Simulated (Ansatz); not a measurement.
One change: `O=C(S)[SeH]` becomes `BNC(=O)S`.

Ansatz, PBE0-D4/def2-TZVP geometries, multiplicity 1. Each molecule was computed in one conformer, which needn't be the lowest.

Scalar relativity is left out up to krypton. Spin–orbit coupling is left out; it splits and shifts lone-pair levels of the heavy atoms by tenths of an eV.

```csv
property,`O=C(S)[SeH]`
HOMO energy (PBE0/def2-TZVPP) / eV,-7.64
HOMO–LUMO gap (B3LYP/def2-TZVPP) / eV,5.77
size of the dipole moment (ωB97M-V/def2-TZVPP) / D,3.19
HOMO energy (ωB97M-V/def2-TZVPP) / eV,-9.79
LUMO energy (PBE0/def2-TZVPP) / eV,-1.40
LUMO energy (ωB97M-V/def2-TZVPP) / eV,0.63
```

Problem. What does the change do to each property? (Estimate.)

Solution. Ansatz gave: 
```csv
property,`BNC(=O)S`,shift
HOMO energy (PBE0/def2-TZVPP) / eV,-8.10,-0.46
HOMO–LUMO gap (B3LYP/def2-TZVPP) / eV,6.21,0.44
size of the dipole moment (ωB97M-V/def2-TZVPP) / D,2.44,-0.75
HOMO energy (ωB97M-V/def2-TZVPP) / eV,-10.30,-0.51
LUMO energy (PBE0/def2-TZVPP) / eV,-1.43,-0.03
LUMO energy (ωB97M-V/def2-TZVPP) / eV,0.58,-0.05
```

The zero-point energy changes by 83.7 kJ/mol with +9 modes. Dipoles are sizes alone; their direction can turn.

B3LYP here is the variant with VWN-RPA as its local correlation; programs differ in this.
